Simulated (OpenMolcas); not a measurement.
## C2+: effect of the active space

```
Program             : OpenMolcas
Method              : CASSCF or its RAS form
Basis               : ANO-RCC-VQZP
Scalar Hamiltonian  : DKH2, point nucleus
Spin-orbit coupling : RASSI with atomic mean-field integrals over the reference wave functions, term energies averaged over their components
```

A. 2 electrons in 4 orbitals (2s 2p); 2S+1 = 3 even, 3 roots; 2S+1 = 1 even, 7 roots; 2S+1 = 3 odd, 3 roots; 2S+1 = 1 odd, 3 roots; cost of the order of 27 core-seconds
B. 2 electrons in 8 orbitals (2s 2p 3s 3p); 2S+1 = 3 even, 3 roots; 2S+1 = 1 even, 7 roots; 2S+1 = 3 odd, 3 roots; 2S+1 = 1 odd, 3 roots; cost roughly 25 core-seconds
C. 2 electrons in 9 orbitals (RAS2 2s 2p; RAS3 3d, at most 2 electrons); 2S+1 = 3 even, 3 roots; 2S+1 = 1 even, 7 roots; 2S+1 = 3 odd, 3 roots; 2S+1 = 1 odd, 3 roots; cost of the order of 40 core-seconds

Energies in cm⁻¹ above 2s² ¹S₀, the measured ground level; measured values from Moore, Selected Tables of Atomic Spectra, NSRDS-NBS 3, section 3.

| Level | A | B | C | Measured |
| --- | --- | --- | --- | --- |
| 2s² ¹S₀ | 0.0 | 0.0 | 0.0 | 0.0 |
| 2s 2p ³P°₀ | 52936 | 52854 | 51998 | 52367 |
| 2s 2p ³P°₁ | 52963 | 52881 | 52024 | 52391 |
| 2s 2p ³P°₂ | 53016 | 52935 | 52077 | 52447 |
| 2s 2p ¹P°₁ | 113218 | 112022 | 104777 | 102352 |
| 2p² ³P₀ | 139216 | 138803 | 138238 | 137426 |
| 2p² ³P₁ | 139243 | 138830 | 138265 | 137454 |
| 2p² ³P₂ | 139296 | 138883 | 138317 | 137502 |
| 2p² ¹D₂ | 156208 | 155197 | 147845 | 145876 |
| 2p² ¹S₀ | 196164 | 190809 | 190310 | 182520 |

Deviations, from unrounded energies. A percentage is the sum of absolute deviations over the sum of measured energies, with the sign that they share, or ± where signs differ.

| Against measurement | Levels | A | B | C |
| --- | --- | --- | --- | --- |
| mean absolute deviation (cm-1) | 9 | 4700 | 3700 | 1700 |
| other configurations (%) | 9 | +4.2 | +3.3 | ±1.6 |

C lies closest to measurement on these levels and A furthest from it. The largest miss of C in the table is 2p² ¹S₀, by +7800 cm-1. The ranking rests on the paired levels alone, and a cruder setting can come out closer through cancelling errors.

Among A to C the level of the table that moves most is 2s 2p ¹P°₁, by 8400 cm-1 (lowest in C, highest in A).

Active for correlation alone: 3p 3s; no level in the range computed is led by a configuration that fills them, so any true level of that kind is missing (holds for B). Active for correlation alone: 3d; no level in the range computed is led by a configuration that fills it, so any true level of that kind is missing (holds for C). Computed and measured levels are paired by configuration, term and J; levels that our copy of the source lacks, or whose pairing is in doubt (as where it misses far off the trend of its configuration), stay unpaired and out of the deviations. Levels of configurations outside the active space are missing.

° marks odd parity.
